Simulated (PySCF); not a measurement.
C4H6F4Ge.
Cartesian coordinates in Å at the PBE0-D3(BJ)/def2-SVP level; atoms count from 1:
```xyz
15
C4H6F4Ge angstrom
F      1.594    2.265   -0.150
C      1.124    1.253    0.575
F      0.030    1.684    1.225
F      2.044    0.954    1.495
C      0.778    0.058   -0.287
F      1.922   -0.304   -0.945
C      0.136   -1.098    0.504
C     -1.375   -0.880    0.267
Ge    -0.946    0.226   -1.313
H      0.478   -2.023    0.014
H      0.450   -1.152    1.559
H     -1.836   -0.265    1.052
H     -1.967   -1.794    0.135
H     -0.859   -0.548   -2.637
H     -1.589    1.608   -1.501
```

Linear response at PBE0/def2-SVPD (PySCF, frozen core in the response, non-relativistic). One conformer (not necessarily the lowest) at the PBE0-D3(BJ)/def2-SVP geometry, without solvent, vibrations or thermal averaging. Relativistic effects, spin–orbit coupling among them, are left out although an element past zinc is present.

Static isotropic polarisability: 78.64 au (11.65 Å³), principal values 71.1, 77.6, 87.2 au.

Question: What is the polarisability at 1064 nm and at the sodium D line?

Answer: 79.25 au at 1064 nm (+0.8 %), 80.70 au at 589.3 nm (+2.6 %). The rise at 589.3 nm is 3.36 times that at 1064 nm; a pure ω² law gives 3.26. The lowest singlet lies at 181 nm, shorter than both wavelengths.

Question: What is the isotropic C6 coefficient between two such molecules, C6 = (3/π)∫α(iω)² dω?

Answer: 2713 au (Eh·bohr⁶) by a ten-point quadrature over imaginary frequencies, which is 1620 eV·Å⁶ or 156 J·nm⁶/mol.

Question: Which effective excitation energy ω̄ makes London's formula C6 = (3/4)α²ω̄ exact here?

Answer: ω̄ = 4·C6/(3α²) = 0.585 Eh = 15.9 eV. A one-pole form α(ω) = α/(1 − ω²/ω̄²) fitted to the 1064 nm value gives 13.2 eV.

Question: How many electrons N does the Slater–Kirkwood formula C6 = (3/4)·√N·α^(3/2) need to give this C6?

Answer: N = (4·C6/3)²/α³ = 26.9; the species has 98 electrons in all.

Question: What n − 1 at the D line would an ideal gas of it have at 273.15 K and 1 atm (2.6868 × 10¹⁹ cm⁻³), by n − 1 = 2π·N·α′?

Answer: 20.19 × 10⁻⁴, a formal value whether or not that pressure can be reached.

Question: The lowest 6 singlets have (eV, f): 6.84, 0.036; 7.16, 0.068; 7.61, 0.018; 7.65, 0.016; 7.86, 0.067; 7.96, 0.024. What share of the static polarisability do they carry in the sum over states α = Σ f/ω²?

Answer: 3.06 au, 3.9 % of α; the largest term, 0.99 au, is that of the state at 7.16 eV. Their oscillator strengths add up to 0.23. Higher states carry the rest.

Question: How anisotropic is the static polarisability, by Δα² = ½[(α1 − α2)² + (α2 − α3)² + (α3 − α1)²]?

Answer: Δα = 14.0 au, or 0.18 of the isotropic value.
